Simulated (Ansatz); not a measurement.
Isolated molecules relaxed with PBE0-D4/def2-TZVP in Ansatz; ΔE leaves out vibrations. CBS: MP2 limit from def2 TZ/QZ plus the TZ coupled-cluster correction, frozen cores. This one scheme is used for every species. Elements past krypton have def2 core potentials. For Sn outer-core shells are correlated without core-valence functions, which leaves a few kJ/mol of doubt a bond. One conformer a species, not always the lowest.

`[NH2][Sn][Cl]` + `CC(C)OB(S)Cl` → `CC(C)[O][Sn][Cl]` + `NB(S)Cl`  (redistribution)

| species | CCSD(T)/def2-TZVPP energy (Eh) |
| --- | --- |
| `[NH2][Sn][Cl]` | -729.33479 |
| `CC(C)OB(S)Cl` | -1076.42579 |
| `CC(C)[O][Sn][Cl]` | -866.91576 |
| `NB(S)Cl` | -938.84542 |

Q: Work out ΔE.

A: ΔE = (-866.91576) + (-938.84542) − (-729.33479) − (-1076.42579) = -0.00060 Eh = -0.4 kcal/mol. CCSD(T)/CBS gives -1.4 kcal/mol.

Largest T1 diagnostic among the species: 0.016.

From PBE to PBE0 (25 % exact exchange), in def2-TZVPP and without D4, ΔE moves by +0.9 kcal/mol. In def2-TZVPP, CCSD(T) changes the Hartree–Fock value by −1.6 kcal/mol (the triples alone add −0.3 kcal/mol) and MP2 by −2.1 kcal/mol.
